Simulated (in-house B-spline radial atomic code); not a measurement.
A radial electron density 4πr²n(r) was computed for an atom or ion in its tabulated ground configuration with a B-spline radial code for spherical atoms; method: non-relativistic M06-L, spin-polarised, spherical fractional occupations. Columns: r (bohr), 4πr²n(r) (electrons per bohr), bar.

```
 0.00156    1.385 #
  0.0019    1.996 #
 0.00232    2.874 ##
 0.00282    4.072 ###
 0.00344    5.753 ####
 0.00419    8.017 #####
 0.00511    11.04 ########
 0.00623    14.95 ##########
 0.00759     19.8 ##############
 0.00925    25.61 ##################
  0.0113    32.22 ######################
  0.0137    38.81 ###########################
  0.0167    45.05 ###############################
  0.0204    49.82 ##################################
  0.0249    52.05 ####################################
  0.0303    51.34 ###################################
  0.0369    48.39 #################################
   0.045    45.19 ###############################
  0.0548    44.57 ##############################
  0.0668    48.51 #################################
  0.0814    56.21 ######################################
  0.0992    63.36 ###########################################
   0.121    64.38 ############################################
   0.147    57.33 #######################################
    0.18    46.39 ################################
   0.219    40.88 ############################
   0.267    44.01 ##############################
   0.325    49.45 ##################################
   0.396    47.33 ################################
   0.483     35.1 ########################
   0.588    20.68 ##############
   0.717    12.36 ########
   0.874    10.91 #######
    1.06     11.1 ########
     1.3    8.876 ######
    1.58    5.215 ####
    1.93    2.244 ##
    2.35   0.6932 
    2.86   0.1452 
    3.49  0.02463 
    4.25 0.003331 
    5.18 0.000213
```

**Question.** Which atom or ion is it?
A. Nb4+
B. Mo3+
C. Tc4+
D. Mo4+

**Answer.** D. The area under the curve, ∫4πr²n dr = ∫r·4πr²n d(ln r) on this logarithmic grid, is 38 electrons, which only this option has. The configuration is [Kr] 4d2.
